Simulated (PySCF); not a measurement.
**Spinor energies of F⁴⁺ (fluorine, charge +4)**

Start: [He] 2s2 2p1; 2p1/2 filled at m_j = +1/2. Calculated with PySCF 2.14 in x2c-TZVPall-2c: generalised Hartree-Fock with the X2C-1e Hamiltonian and a Gaussian nucleus; one run each with spin-orbit coupling (SO) switched off, then screened by Boettger's factors.

| spinor shell | electrons | ε, spin-free (eV) | ε, screened SO (eV) | weight of nominal j (screened SO) | rms radius, screened SO (bohr) |
| --- | --- | --- | --- | --- | --- |
| 1s1/2 | 2 | -832.73 | -832.71 | 1.000 | 0.202 |
| 2s1/2 | 2 | -127.24 | -127.23 | 0.999 | 0.913 |
| 2p1/2 | 1 | -115.02 | -115.08 | 0.942 | 0.847 |

| quantity | spin-free | screened SO |
| --- | --- | --- |
| E (hartree) | -92.21665 | -92.21891 |
| M_J | 1/2 | 1/2 |
| ⟨J²⟩ | 1.095 | 0.925 |
| ⟨L²⟩ | 2.007 | 2.007 |
| ⟨S²⟩ | 0.752 | 0.752 |

Each row is a mean over spinors that exchange with the open shell spreads, by up to 0.911 eV (2s1/2).

⟨J²⟩ departs a little from M_J(M_J + 1) because the unrestricted spinors polarise the closed shells.

Without spin-orbit coupling the j labels of p, d and f shells carry no meaning; the spin-free column gives the mean over the occupied spinors of each nl shell, and its ⟨J²⟩ belongs to a mixture of degenerate components.
